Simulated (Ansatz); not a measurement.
Abridged output of a molecular run in Ansatz:

```
Functional definition: HF
1597 factors; integrals over basis functions are off by at most 1.1e-3 eV
mean field evaluation 1: about -19571.8993 eV, gradient 4.2e1 eV
mean field evaluation 2: about -19572.2408 eV, gradient 4.3e1 eV
mean field evaluation 4: about -19576.5161 eV, gradient 4.6e0 eV
mean field evaluation 8: about -19576.6066 eV, gradient 3.2e-1 eV
mean field evaluation 16: about -19576.6075 eV, gradient 2.3e-6 eV
mean field -19576.60749749 eV, -719.4270560317 hartree, gradient 2.3e-6 eV, S^2 0.000000; 0 other end points of the search recorded, 0 dependent functions left out
13 core orbitals not correlated: weight in the atoms' cores, before any rotation towards them, 1.000 or more for the frozen orbitals, at most 0.000 for the correlated occupied ones
reference -19576.60749749 eV, -719.4270560317 hartree; 14, 14 occupied and 248, 248 virtual orbitals, 1597 factors
second order -21.03671627 eV of doubles, -0.00000000 eV of singles
cycle   1  -21.65160083 eV  change   -6.1e-1 eV  update   1.1e-1
cycle   2  -22.19980657 eV  change   -5.5e-1 eV  update   3.2e-2
cycle   3  -22.31207025 eV  change   -1.1e-1 eV  update   1.7e-2
cycle   4  -22.30291545 eV  change    9.2e-3 eV  update   4.2e-3
cycle   5  -22.30072630 eV  change    2.2e-3 eV  update   1.9e-3
cycle   6  -22.30094463 eV  change   -2.2e-4 eV  update   6.1e-4
cycle   7  -22.30065352 eV  change    2.9e-4 eV  update   2.3e-4
cycle   8  -22.30066921 eV  change   -1.6e-5 eV  update   8.0e-5
cycle   9  -22.30070945 eV  change   -4.0e-5 eV  update   3.1e-5
cycle  10  -22.30070177 eV  change    7.7e-6 eV  update   1.2e-5
perturbative correction -0.97116878 eV, -0.0356897943 hartree
Total energy: -19599.87936804 eV, -720.2822815000 hartree
```

Its atoms:

Z-matrix (Å, degrees):
```
Si
B 1 1.883
Si 1 2.570 2 51.1
O 1 1.631 2 136.1 3 -168.5
C 1 1.853 2 99.1 3 -8.4
H 1 1.800 2 41.8 3 -95.5
H 2 1.187 1 137.8 3 -168.2
H 3 1.489 1 118.9 2 101.5
H 3 1.490 1 131.8 2 -91.4
H 4 0.961 1 118.2 2 152.2
H 5 1.092 1 113.2 2 121.1
H 5 1.091 1 118.8 2 -109.0
```

(1) Which basis set was used?
A. def2-SVP
B. def2-TZVPPD
C. def2-TZVPP
D. cc-pV(Q+d)Z

(2) Write the keys of the input that set method, charge and spin (a neutral closed shell needs none for the last two).

Answers

(1) C. It gives 275 functions.

(2) 
```yaml
correlation: {method: ccsd_t}
```
